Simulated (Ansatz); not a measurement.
Reaction (substitution at a C–C bond): `CCC(C)(C)CC` + `COB(O)O` → `COB(O)OC` + `CCC(C)CC`

Gas-phase electronic energies from Ansatz, PBE0-D4/def2-TZVP geometries. CBS: MP2 limit from def2 TZ/QZ plus the TZ coupled-cluster correction, frozen cores. Functionals use def2-TZVPP. B3LYP here is the variant with VWN-RPA as its local correlation; programs differ in this. One conformer a species, not always the lowest.

Problem. Is it downhill or uphill in electronic energy at CCSD(T)/CBS, and by how much? (Best estimate.)

Solution. Computed: Uphill: ΔE = +0.69 eV.

Problem. What do these levels give: PBE0-D4, B3LYP-D4, ωB97X-V, ωB97M-V, PBE0, B3LYP, SCS-MP2/def2-TZVPP, CCSD/def2-TZVPP, HF/def2-QZVPP, MP2/def2-QZVPP, HF/CBS(def2), CCSD/CBS(def2)? (Best estimate.)

Solution. Computed: PBE0-D4 0.62, B3LYP-D4 0.55, ωB97X-V 0.60, ωB97M-V 0.65, PBE0 0.57, B3LYP 0.45, SCS-MP2/def2-TZVPP 0.67, CCSD/def2-TZVPP 0.64, HF/def2-QZVPP 0.40, MP2/def2-QZVPP 0.77, HF/CBS(def2) 0.40, CCSD/CBS(def2) 0.65 eV.

Largest T1 diagnostic among the species: 0.012.

From PBE to PBE0 (25 % exact exchange), in def2-TZVPP and without D4, ΔE moves by +0.03 eV. In def2-TZVPP, CCSD(T) changes the Hartree–Fock value by +0.27 eV (the triples alone add +0.03 eV) and MP2 by +0.36 eV. The D4 term adds +0.10 eV with B3LYP and +0.06 eV with PBE0; it sums over pairs of atoms, weighted by their polarisabilities, and B3LYP, whose exchange is more repulsive, gets the larger term.
